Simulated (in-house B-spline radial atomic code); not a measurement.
Computed with a B-spline radial atomic code. Model: two electrons, singlet ground state, non-relativistic, full CI in B-splines with partial waves to l = 8 (at full coupling up to 3e-4 hartree above the limit, correlation up to 0.6 % small), density held at that of full coupling by Lieb maximisation.

Along the adiabatic connection the electron repulsion is scaled by a coupling λ while a local potential keeps the density fixed. At λ = 0 the system is the Kohn-Sham one and W equals the exchange energy; the exchange-correlation energy is the area under W between 0 and 1. The kinetic energy rises with λ as the electrons avoid each other, with dT/dλ = −λ dW/dλ.

Command:
```bash
python run_ac.py task.json out
```
Settings (lengths in bohr, energies in hartree):
```
potential              gauss
strength               1.16
lmax                   8
second                 4.4
```

Time taken, with all properties: 43 s on 1 thread of Intel(R) Xeon(R) Processor @ 2.30GHz, on a shared host.

**W = mean repulsion less Hartree energy, and W of three functionals.**

Given: confinement Gaussian well; well depth 1.16 hartree; well width 4.4 bohr; external potential -V exp(-r^2/w^2).

Computed: PBE exchange minus exact 15.293 millihartree; SCAN exchange minus exact 1.5414 millihartree.

```tsv
coupling	W xc (hartree)	W xc minus exchange (millihartree)	kinetic minus Kohn-Sham (millihartree)	LDA (PW92) W minus its exchange (millihartree)	PBE W minus its exchange (millihartree)	SCAN W minus its exchange (millihartree)
0	-0.36613	0	0	0	0	0
0.02	-0.36807	-1.937	0.02	-9.58	-3.08	-1.86
0.05	-0.37089	-4.752	0.12	-18.77	-7.3	-4.51
0.12	-0.37705	-10.921	0.64	-34.08	-15.89	-10.26
0.25	-0.3872	-21.062	2.5	-53.77	-28.93	-19.66
0.4	-0.39712	-30.988	5.7	-70.19	-41.04	-28.95
0.6	-0.40803	-41.9	11.12	-86.67	-54.03	-39.39
0.8	-0.41692	-50.785	17.31	-99.47	-64.58	-48.14
1	-0.42428	-58.142	23.91	-109.87	-73.4	-55.6
1.4	-0.43573	-69.6	37.54	-126.03	-87.47	-67.64
2	-0.44775	-81.617	57.73	-143.32	-102.91	-80.8
3	?	?	?	?	?	?
4.5	?	?	?	?	?	?
7	-0.4824	-116.27	190.19	-198.62	-154.09	-118.89
10	-0.48964	-123.51	250.82	-211.76	-166.51	-125.57
```

Problem. What belongs in the row 3?

Solution. W xc (hartree): -0.46051; W xc minus exchange (millihartree): -94.374; kinetic minus Kohn-Sham (millihartree): 89.09; LDA (PW92) W minus its exchange (millihartree): -162.49; PBE W minus its exchange (millihartree): -120.4; SCAN W minus its exchange (millihartree): -95.2.

Problem. What belongs in the row 4.5?

Solution. W xc (hartree): -0.47183; W xc minus exchange (millihartree): -105.7; kinetic minus Kohn-Sham (millihartree): 130.79; LDA (PW92) W minus its exchange (millihartree): -180.58; PBE W minus its exchange (millihartree): -137.17; SCAN W minus its exchange (millihartree): -107.87.

Problem. What is the LDA exchange minus exact?

Solution. 53.377 millihartree.

**Energy parts, natural occupations and partial-wave weights.**

Computed: total energy -1.0228 hartree; correlation energy -0.034233 hartree; initial slope twice GL2 -0.098065 hartree; kinetic part over minus potential part 0.41122; Hartree energy 0.73227 hartree; Kohn-Sham kinetic 0.31288 hartree; Lieb Oxford ratio E_xc over LDA exchange 1.2801.

| natural | occupation of the shell (electrons) |
| --- | --- |
| s | 1.919 |
| p | 0.073415 |
| s | 0.0056638 |
| d | 0.0012632 |
| p | ? |
| f | 0.00013787 |

Problem. What belongs in the row p?

Solution. occupation of the shell (electrons): 0.00036287.

```json
{"wave": "s", "weight": "0.96234"}
{"wave": "p", "weight": "?"}
{"wave": "d", "weight": "0.0006612"}
{"wave": "f", "weight": "7.6525e-05"}
{"wave": "g", "weight": "1.6357e-05"}
```

Problem. What belongs in the row p?

Solution. weight: 0.036899.

Problem. What is the kinetic part of the DFT correlation energy?

Solution. 0.023909 hartree.

Problem. What is the exchange energy?

Solution. -0.36613 hartree.

Half-way to full coupling W has made 63 % of its drop, against 50 % for a straight line, and second-order (GL2) theory, half the initial slope, overshoots the correlation energy by about 43 %: a marked bend. Over couplings 0 to 1 the errors in E_xc come to about +15 millihartree for LDA, +5.1 millihartree for PBE, +3.5 millihartree for SCAN, so SCAN is nearest. In LDA and PBE the errors of exchange and correlation have opposite signs, so the sum is smaller than the larger of the two.
